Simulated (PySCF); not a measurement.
Compound: C6H5NO2.
Atom-mapped SMILES: `[O:1]=[C:2]([OH:3])[c:4]1[cH:5][cH:6][n:7][cH:8][cH:9]1` (hydrogens: H10 on O3; H11 on C5; H12 on C6; H13 on C8; H14 on C9)

Theory: PySCF, PBE0-D3(BJ)/def2-SVP geometry optimisation, gas phase.

Problem. What internal coordinates does the optimisation give?

Solution. 
| bond | length (Å) | order |
| --- | --- | --- |
| O1=C2 | 1.204 | double |
| C2–O3 | 1.337 | single |
| C2–C4 | 1.490 | single |
| C4–C5, C4–C9 | 1.395 | aromatic |
| C5–C6, C8–C9 | 1.394 | aromatic |
| C6–N7, N7–C8 | 1.331 | aromatic |
| O3–H10 | 0.969 | single |
| C5–H11, C9–H14 | 1.091 | single |
| C6–H12, C8–H13 | 1.096 | single |

Bonds in one row agree within 0.01 Å and their mean is given. Orders are formal, as drawn. A selection of angles:
| angle | degrees |
| --- | --- |
| O1–C2–O3 | 123.0 |
| O1–C2–C4 | 124.2 |
| O3–C2–C4 | 112.8 |
| C2–C4–C5 | 122.7 |
| C2–C4–C9 | 118.6 |
| C5–C4–C9 | 118.8 |
| C4–C5–C6 | 118.1 |
| C5–C6–N7 | 123.5 |
| C6–N7–C8 | 118.0 |
| H10–O3–C2 | 106.5 |

Torsions: O1–C2–C4–C5 177° (antiperiplanar); H10–O3–C2–O1 0° (synperiplanar). The mirror-image conformer, all signs reversed, is as good.

The 2 C–O bonds span 1.204 Å (O1=C2, drawn double) to 1.337 Å (C2–O3, drawn single), a spread of 0.133 Å. Of the pairs four or more bonds apart, O3···H11 is among the closest relative to their van der Waals radii: 2.45 Å, 90 % of the sum of Bondi's values. The 6-membered ring C4–C5–C6–N7–C8–C9 has internal angles of 118.0° to 123.5°; it is planar, 0.00 Å rms from its mean plane, widest ring torsion 0°. The C–C distances run from 1.393 Å (C8–C9, aromatic) to 1.490 Å (C2–C4, drawn single), a spread of 0.097 Å. The 9 heavy atoms lie in one plane (0.019 Å rms).

Point group: near Cs, missed by 0.09 Å at most; the miss may be what the optimiser left on a soft mode. No frequency check. The numbers are those of one conformer (O1–C2–O3–H 0°, O1–C2–C4–C5 177°).
